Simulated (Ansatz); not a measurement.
CuSi4⁺. The state is a singlet with charge 1. Geometry PBE-D4/def2-SVP, basis def2-TZVP, Ansatz.

Cartesian coordinates in Å:
```
Cu 0.299 -0.315 1.497
Si -1.344 -0.329 -0.554
Si 0.599 -1.677 -0.533
Si 1.067 0.621 -0.834
Si -0.621 1.700 0.424
```

| run | HOMO (eV) | LUMO (eV) |
| --- | --- | --- |
| A | -10.28 | -9.07 |
| B | -10.14 | -9.08 |
| C | -9.92 | -8.86 |
| D | -10.95 | -8.39 |
| E | -10.58 | -8.80 |

No other spin state of charge 1 was run. Another isomer (singlet) lies 0.30 eV lower at PBE0-D4/def2-TZVP; other spin states weren't run for this one.

**Question.** The runs used BLYP, PBE, PBE0, r2SCAN, r2SCANh. Estimate which is which.

**Answer.** A r2SCAN (0 % exact exchange); B PBE (0 % exact exchange); C BLYP (0 % exact exchange); D PBE0 (25 % exact exchange); E r2SCANh (10 % exact exchange). Exact exchange lowers occupied and raises empty levels; among semilocal functionals meta-GGAs tend to open the gap a little, and such runs are hard to tell apart. The gap grows from 1.05 eV (PBE) to 2.56 eV (PBE0). The restricted singlet is unstable towards broken spin symmetry in Hartree–Fock (as tested in another run); at r2SCAN-D4/def2-TZVP, PBE-D4/def2-TZVP, BLYP-D4/def2-TZVP, PBE0-D4/def2-TZVP and others this wasn't settled.
